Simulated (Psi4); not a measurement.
Input for Psi4: SAPT0/jun-cc-pV(D+d)Z on H6SSi (a complex), monomers drawn apart or pushed together.

```
memory 2025 MB

molecule dimer {
0 1
Si    0.03021972   -0.04359007   -0.28747626
H    -0.70531116    1.12782493    0.23898639
H    -0.11048240   -0.07116418   -1.76353628
H    -0.54497672   -1.28611747    0.27249975
H     1.46224075    0.05875849    0.06319781
--
0 1
S     0.21711807    0.07840738    4.03709507
H    -0.30273172    1.30879817    3.90268386
H    -0.98662565   -0.50651171    3.93222038
units angstrom
symmetry c1
no_reorient
no_com
}

set {
  basis jun-cc-pV(D+d)Z
  scf_type df
  freeze_core true
}

energy('sapt0')
```

Output:

```
[...]
==> Input File <==

--------------------------------------------------------------------------
memory 2025 MB

molecule dimer {
0 1
Si    0.03021972   -0.04359007   -0.28747626
H    -0.70531116    1.12782493    0.23898639
H    -0.11048240   -0.07116418   -1.76353628
H    -0.54497672   -1.28611747    0.27249975
H     1.46224075    0.05875849    0.06319781
--
0 1
S     0.21711807    0.07840738    4.03709507
H    -0.30273172    1.30879817    3.90268386
H    -0.98662565   -0.50651171    3.93222038
units angstrom
symmetry c1
no_reorient
no_com
}

set {
  basis jun-cc-pV(D+d)Z
  scf_type df
  freeze_core true
}

energy('sapt0')
--------------------------------------------------------------------------


   => Loading Basis Set <=

    Name: JUN-CC-PV(D+D)Z
    Role: ORBITAL
    Keyword: BASIS
    atoms 1        entry SI         line   566 file jun-cc-pv_dpd_z.gbs
    atoms 2-5, 7-8 entry H          line    60 file jun-cc-pv_dpd_z.gbs
    atoms 6        entry S          line   698 file jun-cc-pv_dpd_z.gbs

   => Loading Basis Set <=

    Name: JUN-CC-PV(D+D)Z
    Role: ORBITAL
    Keyword: BASIS
    atoms 1        entry SI         line   566 file jun-cc-pv_dpd_z.gbs
    atoms 2-5, 7-8 entry H          line    60 file jun-cc-pv_dpd_z.gbs
    atoms 6        entry S          line   698 file jun-cc-pv_dpd_z.gbs


  //>>>>>>>>>>>>>>>>>>>>>>>>>>>>>>>>>>>//
  //              Dimer HF             //
  //<<<<<<<<<<<<<<<<<<<<<<<<<<<<<<<<<<<//

   => Libint2 <=

    Primary   basis highest AM E, G, H:  7, 6, 3
    Auxiliary basis highest AM E, G, H:  7, 7, 4
    Onebody   basis highest AM E, G, H:  -, -, -
    Solid Harmonics ordering:            Gaussian


   => Loading Basis Set <=

    Name: JUN-CC-PV(D+D)Z
    Role: ORBITAL
    Keyword: BASIS
    atoms 1        entry SI         line   566 file jun-cc-pv_dpd_z.gbs
    atoms 2-5, 7-8 entry H          line    60 file jun-cc-pv_dpd_z.gbs
    atoms 6        entry S          line   698 file jun-cc-pv_dpd_z.gbs


         ---------------------------------------------------------
                                   SCF
               by Justin Turney, Rob Parrish, Andy Simmonett
                          and Daniel G. A. Smith
                              RHF Reference
                        1 Threads,   1931 MiB Core
         ---------------------------------------------------------

  ==> Geometry <==

    Molecular point group: c1
    Full point group: C1

    Geometry (in Angstrom), charge = 0, multiplicity = 1:

       Center              X                  Y                   Z               Mass
    ------------   -----------------  -----------------  -----------------  -----------------
         SI           0.030219720000    -0.043590070000    -0.287476260000    27.976926534650
         H           -0.705311160000     1.127824930000     0.238986390000     1.007825032230
         H           -0.110482400000    -0.071164180000    -1.763536280000     1.007825032230
         H           -0.544976720000    -1.286117470000     0.272499750000     1.007825032230
         H            1.462240750000     0.058758490000     0.063197810000     1.007825032230
         S            0.217118070000     0.078407380000     4.037095070000    31.972071174400
         H           -0.302731720000     1.308798170000     3.902683860000     1.007825032230
         H           -0.986625650000    -0.506511710000     3.932220380000     1.007825032230

  Running in c1 symmetry.

  Rotational constants: A =      1.77436  B =      0.02992  C =      0.02990 [cm^-1]
  Rotational constants: A =  53194.00596  B =    896.85513  C =    896.48557 [MHz]
  Nuclear repulsion =   73.580650427654390

  Charge       = 0
  Multiplicity = 1
  Electrons    = 36
  Nalpha       = 18
  Nbeta        = 18

  ==> Algorithm <==

  SCF Algorithm Type is DF.
  DIIS enabled.
  MOM disabled.
  Fractional occupation disabled.
  Guess Type is SAD.
  Energy threshold   = 1.00e-08
  Density threshold  = 1.00e-08
  Integral threshold = 1.00e-12

  ==> Primary Basis <==

  Basis Set: JUN-CC-PV(D+D)Z
    Blend: JUN-CC-PV(D+D)Z
    Number of shells: 40
    Number of basis functions: 84
    Number of Cartesian functions: 88
    Spherical Harmonics?: true
    Max angular momentum: 2

   => Loading Basis Set <=

    Name: (JUN-CC-PV(D+D)Z AUX)
    Role: JKFIT
    Keyword: DF_BASIS_SCF
    atoms 1        entry SI         line   506 file jun-cc-pvdz-jkfit.gbs
    atoms 2-5, 7-8 entry H          line    70 file jun-cc-pvdz-jkfit.gbs
    atoms 6        entry S          line   666 file jun-cc-pvdz-jkfit.gbs

  ==> Integral Setup <==

  DFHelper Memory: AOs need 0.021 GiB; user supplied 1.414 GiB.
  SCF_SUBTYPE=INCORE selected. In-core MEM_DF algorithm will be used.
  Using in-core AOs.

  ==> MemDFJK: Density-Fitted J/K Matrices <==

    J tasked:                   Yes
    K tasked:                   Yes
    wK tasked:                   No
    OpenMP threads:               1
    Algorithm:                 Core
    Schwarz Cutoff:      
[...]
 70A      4.631656    71A      4.953578    72A      4.962436
      73A      4.991154    74A      5.036559    75A      5.159209
      76A      6.648149    77A      6.648332    78A      6.718631
      79A      6.718973    80A      6.719539    81A     14.144564
      82A     14.147668    83A     14.158852    84A    103.597260

    Final Occupation by Irrep:
              A
    DOCC [     9 ]
    NA   [     9 ]
    NB   [     9 ]

  @DF-RHF Final Energy:  -398.70102679157270

   => Energetics <=

    Nuclear Repulsion Energy =             12.8868420785077884
    One-Electron Energy =                -576.4640607372464274
    Two-Electron Energy =                 164.8761918671659146
    Total Energy =                       -398.7010267915727013

Computation Completed


Properties will be evaluated at   0.000000,   0.000000,   0.000000 [a0]

Properties computed using the SCF density matrix


 Multipole Moments:

 ------------------------------------------------------------------------------------
     Multipole            Electronic (a.u.)      Nuclear  (a.u.)        Total (a.u.)
 ------------------------------------------------------------------------------------

 L = 1.  Multiply by 2.5417464519 to convert [e a0] to [Debye]
 Dipole X            :         -4.6093524            4.1281667           -0.4811857
 Dipole Y            :         -3.7064776            3.8867973            0.1803197
 Dipole Z            :       -136.9370164          136.8698876           -0.0671288
 Magnitude           :                                                    0.5182288

 ------------------------------------------------------------------------------------

  Constructing Basis Sets for SAPT...

   => Loading Basis Set <=

    Name: (JUN-CC-PV(D+D)Z AUX)
    Role: RIFIT
    Keyword: DF_BASIS_SAPT
    atoms 1        entry SI         line   376 file jun-cc-pvdz-ri.gbs
    atoms 2-5, 7-8 entry H          line    30 file jun-cc-pvdz-ri.gbs
    atoms 6        entry S          line   488 file jun-cc-pvdz-ri.gbs

   => Loading Basis Set <=

    Name: (JUN-CC-PV(D+D)Z AUX)
    Role: JKFIT
    Keyword: DF_BASIS_ELST
    atoms 1        entry SI         line   506 file jun-cc-pvdz-jkfit.gbs
    atoms 2-5, 7-8 entry H          line    70 file jun-cc-pvdz-jkfit.gbs
    atoms 6        entry S          line   666 file jun-cc-pvdz-jkfit.gbs


  //>>>>>>>>>>>>>>>>>>>>>>>>>>>>>>>>>>>//
  //               SAPT0               //
  //<<<<<<<<<<<<<<<<<<<<<<<<<<<<<<<<<<<//



        SAPT0
    Ed Hohenstein
     6 June 2009

      Orbital Information
  --------------------------
    NSO        =        84
    NMO        =        84
    NRI        =       254
    NRI (Elst) =       380
    NOCC A     =         9
    NOCC B     =         9
    FOCC A     =         5
    FOCC B     =         5
    NVIR A     =        75
    NVIR B     =        75

    Elst10,r            =    -0.000928061295 [Eh]
    Exch10              =     0.000910538581 [Eh]
    Exch10 (S^2)        =     0.000909428926 [Eh]

    Maxiter = 50
    CPHF R converge = 1.000000E-08

    Iter     Energy [mEh]          dE [mEh]         Residual      Time [s]
       1      -0.08103497       0.081034972     1.177025e-03             0
       2      -0.09323962       0.012204645     2.888180e-04             0
       3      -0.09355534       0.000315719     4.685372e-05             0
       4      -0.09330878      -0.000246561     5.047800e-06             0
       5      -0.09333309       0.000024315     1.040089e-06             0
       6      -0.09333076      -0.000002325     2.222709e-07             0
       7      -0.09333067      -0.000000095     3.440730e-08             0
       8      -0.09333075       0.000000078     4.439577e-09             0

    CHF Iterations converged

    Maxiter = 50
    CPHF R converge = 1.000000E-08

    Iter     Energy [mEh]          dE [mEh]         Residual      Time [s]
       1      -0.27242040       0.272420397     2.014424e-03             0
       2      -0.33871607       0.066295673     4.394046e-04             0
       3      -0.33792627      -0.000789801     1.425102e-04             0
       4      -0.33730462      -0.000621646     1.977918e-05             0
       5      -0.33743129       0.000126666     2.949384e-06             0
       6      -0.33742552      -0.000005774     7.322243e-07             0
       7      -0.33742363      -0.000001886     1.955620e-07             0
       8      -0.33742435       0.000000720     4.717017e-08             0
       9      -0.33742422      -0.000000135     7.298219e-09             0

    CHF Iterations converged

    Ind20,r (A<-B)      =    -0.000093330748 [Eh]
    Ind20,r (B<-A)      =    -0.000337424215 [Eh]
    Ind20,r             =    -0.000430754963 [Eh]
    Exch-Ind20,r (A<-B) =     0.000046022031 [Eh]
    Exch-Ind20,r (B<-A) =     0.000302928652 [Eh]
    Exch-Ind20,r        =     0.000348950683 [Eh]
    Disp20              =    -0.000845214270 [Eh]
    Disp20 (SS)         =    -0.000422607135 [Eh]
    Disp20 (OS)         =    -0.000422607135 [Eh]
    Exch-Disp20         =     0.000070296957 [Eh]
    Exch-Disp20 (SS)    =     0.000039590108 [Eh]
    Exch-Disp20 (OS)    =     0.000030706849 [Eh]

    SAPT Results
  --------------------------------------------------------------------------------------------------------
    Electrostatics                 -0.92806129 [mEh]      -0.58236725 [kcal/mol]      -2.43662459 [kJ/mol]
      Elst10,r                     -0.92806129 [mEh]      -0.58236725 [kcal/mol]      -2.43662459 [kJ/mol]

    Exchange                        0.91053858 [mEh]       0.57137159 [kcal/mol]       2.39061872 [kJ/mol]
      Exch10                        0.91053858 [mEh]       0.57137159 [kcal/mol]       2.39061872 [kJ/mol]
      Exch10(S^2)                   0.90942893 [mEh]       0.57067527 [kcal/mol]       2.38770532 [kJ/mol]

    Induction                      -0.15576173 [mEh]      -0.09774196 [kcal/mol]      -0.40895238 [kJ/mol]
      Ind20,r                      -0.43075496 [mEh]      -0.27030282 [kcal/mol]      -1.13094700 [kJ/mol]
      Exch-Ind20,r                  0.34895068 [mEh]       0.21896986 [kcal/mol]       0.91616989 [kJ/mol]
      delta HF,r (2)               -0.07395745 [mEh]      -0.04640900 [kcal/mol]      -0.19417527 [kJ/mol]

    Dispersion                     -0.77491731 [mEh]      -0.48626796 [kcal/mol]      -2.03454512 [kJ/mol]
      Disp20                       -0.84521427 [mEh]      -0.53037996 [kcal/mol]      -2.21910976 [kJ/mol]
      Exch-Disp20                   0.07029696 [mEh]       0.04411201 [kcal/mol]       0.18456464 [kJ/mol]
      Disp20 (SS)                  -0.42260713 [mEh]      -0.26518998 [kcal/mol]      -1.10955488 [kJ/mol]
      Disp20 (OS)                  -0.42260713 [mEh]      -0.26518998 [kcal/mol]      -1.10955488 [kJ/mol]
      Exch-Disp20 (SS)              0.03959011 [mEh]       0.02484317 [kcal/mol]       0.10394381 [kJ/mol]
      Exch-Disp20 (OS)              0.03070685 [mEh]       0.01926884 [kcal/mol]       0.08062082 [kJ/mol]

  Total HF                         -0.17328445 [mEh]      -0.10873763 [kcal/mol]      -0.45495825 [kJ/mol]
  Total SAPT0                      -0.94820176 [mEh]      -0.59500559 [kcal/mol]      -2.48950338 [kJ/mol]

  Special recipe for scaled SAPT0 (see Manual):
    Electrostatics sSAPT0          -0.92806129 [mEh]      -0.58236725 [kcal/mol]      -2.43662459 [kJ/mol]
    Exchange sSAPT0                 0.91053858 [mEh]       0.57137159 [kcal/mol]       2.39061872 [kJ/mol]
    Induction sSAPT0               -0.15448284 [mEh]      -0.09693945 [kcal/mol]      -0.40559464 [kJ/mol]
    Dispersion sSAPT0              -0.77465968 [mEh]      -0.48610629 [kcal/mol]      -2.03386870 [kJ/mol]
  Total sSAPT0                     -0.94666523 [mEh]      -0.59404140 [kcal/mol]      -2.48546922 [kJ/mol]
  --------------------------------------------------------------------------------------------------------



*** Psi4 exiting successfully. Buy a developer a beer!
```

The run finished.

Cost: very roughly 7 core-seconds.
